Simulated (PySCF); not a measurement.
A species of formula C5H3F3 has this rotational fingerprint, computed with PySCF, PBE0-D3(BJ)/def2-SVP geometry optimisation, gas phase:

```
Rotational constants : A = 4778, B = 1277, C = 1220 MHz
Dipole components    : |μa| = 4.59 D, |μb| = 0.09 D, |μc| = 0.00 D
Inertial defect      : -87.24 u·Å²
κ                    : -0.97
```

Question: Which candidate fits, each taken in the one conformer that was computed?
A. `[CH:1]#[C:2]/[C:3]([F:4])=[C:5](\[F:6])[CH2:7][F:8]` with C3–C5–C7–F8 114°
B. `[C@H]1(F)C23C1([C@H]2F)[C@H]3F`
C. `FC(F)(F)C=C1C=C1`

Answer: C. It is FC(F)(F)C=C1C=C1, a near-prolate asymmetric top, point group Cs. The candidates at the same level (rigid rotor, commonest isotopes):

```tsv
SMILES	A (MHz)	B (MHz)	C (MHz)	μa (D)	μb (D)	μc (D)	Δ (u·Å²)	point group	rotor
C#C/C(F)=C(\F)CF	3753	1305	1027	1.13	0.10	1.26	-29.52	C1	asymmetric top
FC(F)(F)C=C1C=C1	4778	1277	1220	4.59	0.09	0.00	-87.24	Cs	near-prolate asymmetric top
F[C@H]1C23[C@H](F)C12[C@H]3F	2487	2484	1345	0.00	0.00	0.00	-30.84	C3h	oblate symmetric top
```

`C#C/C(F)=C(\F)CF` has A 21 % too low; `F[C@H]1C23[C@H](F)C12[C@H]3F` has B 94 % too high. In the right answer the mirror of this Cs structure is the ab plane, so μc vanishes by symmetry. No structure here is proved a minimum.
